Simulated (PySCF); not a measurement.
# Frontier levels across methods

Species: C6H5F.
Numbering: `[CH3:1][C:2]#[C:3][C:4]1([F:5])[CH:6]=[CH:7]1` (hydrogens: H8, H9, H10 on C1; H11 on C6; H12 on C7)

Structure used (PBE0-D3(BJ)/def2-SVP), in Å, numbered top down from 1:
```
atom  x, y, z in Å
C1     2.627   -0.386    0.160
C2     1.249    0.070    0.118
C3     0.099    0.453    0.080
C4    -1.285    0.878    0.025
F5    -1.399    2.223    0.297
C6    -2.421    0.013    0.391
C7    -2.286    0.283   -0.879
H8     3.318    0.419   -0.134
H9     2.909   -0.720    1.171
H10    2.785   -1.231   -0.530
H11   -2.948   -0.481    1.204
H12   -2.623    0.184   -1.909
```

Basis pcSseg-1 throughout (PySCF), one geometry. Geometry: PBE0-D3(BJ)/def2-SVP; no solvent, vibrations or thermal averaging.

**Question.** How do the orbital energies, the gap and the dipole change with the method?

**Answer.** 
```json
{"method": "BLYP", "kind": "GGA", "HOMO (eV)": "-5.75", "LUMO (eV)": "-1.34", "gap (eV)": "4.41", "μ (D)": "2.30", "SCF cycles": "14"}
{"method": "B97-D", "kind": "GGA", "HOMO (eV)": "-5.88", "LUMO (eV)": "-1.37", "gap (eV)": "4.50", "μ (D)": "2.35", "SCF cycles": "15"}
{"method": "KT3", "kind": "GGA", "HOMO (eV)": "-5.94", "LUMO (eV)": "-1.40", "gap (eV)": "4.55", "μ (D)": "2.32", "SCF cycles": "15"}
{"method": "B97-2", "kind": "global hybrid", "HOMO (eV)": "-6.88", "LUMO (eV)": "-0.49", "gap (eV)": "6.39", "μ (D)": "2.48", "SCF cycles": "14"}
{"method": "PBE0", "kind": "global hybrid", "HOMO (eV)": "-7.12", "LUMO (eV)": "-0.44", "gap (eV)": "6.69", "μ (D)": "2.49", "SCF cycles": "14"}
{"method": "wB97X-D", "kind": "range-separated hybrid", "HOMO (eV)": "-8.96", "LUMO (eV)": "1.41", "gap (eV)": "10.38", "μ (D)": "2.53", "SCF cycles": "14"}
{"method": "LC-wPBE", "kind": "range-separated hybrid", "HOMO (eV)": "-9.80", "LUMO (eV)": "1.97", "gap (eV)": "11.77", "μ (D)": "2.52", "SCF cycles": "14"}
{"method": "HF", "kind": "Hartree–Fock", "HOMO (eV)": "-9.82", "LUMO (eV)": "3.56", "gap (eV)": "13.38", "μ (D)": "2.76", "SCF cycles": "11"}
```

The HOMO spans 4.07 eV, from BLYP down to HF, and the gap runs from 4.41 eV (BLYP) to 13.38 eV (HF). Over the methods BLYP (0 %), B97-D (0 %), KT3 (0 %), B97-2 (21 %), PBE0 (25 %), HF (100 %), a straight line through the gap against the share of exact exchange rises by 0.89 eV for each 10 % (correlation coefficient 1.000). The dipole ranges from 2.30 D (BLYP) to 2.76 D (HF). This basis has no diffuse functions.
